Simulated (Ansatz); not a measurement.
Total energies of SbMe2H (C₂H₇Sb) from Ansatz at PBE0-D4/def2-TZVPD, gas phase (1 Eh = 27.2114 eV = 2625.5 kJ/mol). The reference geometry is relaxed at r2SCAN-D4/def2-SVP.

```
                 state   geometry  energy (Eh)
      charge 0 singlet  reference   -320.60375
     charge -1 doublet  reference   -320.56809
free Sb atom (quartet)          –   -240.22290
 free C atom (triplet)          –    -37.80543
 free H atom (doublet)          –     -0.50104
```

In the def2 sets Sb takes a core potential; there is no spin–orbit coupling.

Problem. Work out the vertical electron affinity, to the doublet.

Solution. E(charge 0 singlet) − E(charge -1 doublet) = -320.60375 − (-320.56809) = -0.03566 Eh = -0.97 eV; negative, so the extra electron isn't bound.

Problem. What is the binding energy per atom against free atoms?

Solution. Atoms: 1 × (-240.22290) + 2 × (-37.80543) + 7 × (-0.50104) = -319.34104 Eh. Binding: -319.34104 − (-320.60375) = 1.26271 Eh = 34.36 eV, or 3.44 eV for each of 10 atoms (no zero-point energy, no counterpoise term).

At PBE0-D4/def2-TZVPD the highest occupied level of the charge -1 doublet lies above zero (up to 2.18 eV). By energy differences it is unbound by 0.97 eV (vertical, against the charge 0 singlet, at PBE0-D4/def2-TZVPD) and held by the finite basis.
